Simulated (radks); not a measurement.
Q: These are the eigenvalues of the occupied orbitals of an atom or ion with whole-number occupations (Ry). Calculated with a radial shooting solver on a logarithmic mesh with Libxc functionals: scalar-relativistic Kohn-Sham, LB94 model potential, spin-polarised, spherical densities, finite nucleus; Fermi nuclear charge, rms radius of each element as measured or else 0.836 A^(1/3) + 0.57 fm.

1s down: -6320.584
1s up: -6320.582
2s up: -1135.133
2s down: -1135.119
2p up: -978.5280
2p down: -978.5184
3s up: -279.1354
3s down: -279.1199
3p up: -234.0285
3p down: -234.0116
3d up: -187.1371
3d down: -187.1066
4s up: -70.01716
4s down: -69.97014
4p up: -55.27847
4p down: -55.24227
4d up: -37.92902
4d down: -37.90579
5s down: -19.44613
5s up: -19.41941
4f up: -18.69875
4f down: -18.69199
5p up: -15.19583
5p down: -15.17971
5d up: -10.27402

Which element is it, and in what charge state? The configuration may be excited. Open shells, if any, are filled with parallel spins first.

A: Z = 81, thallium, charge +8: Tl8+ in [Xe] 4f14 5d5. The list shows which subshells hold electrons but not how many an open one holds; the 1s level, -3160.3 hartree, gives Z - s = 79.5 by -(Z - s)^2/2, which with screening and relativity narrows Z to a few neighbours, and the depths of the outer levels then fix element, charge and occupations together.
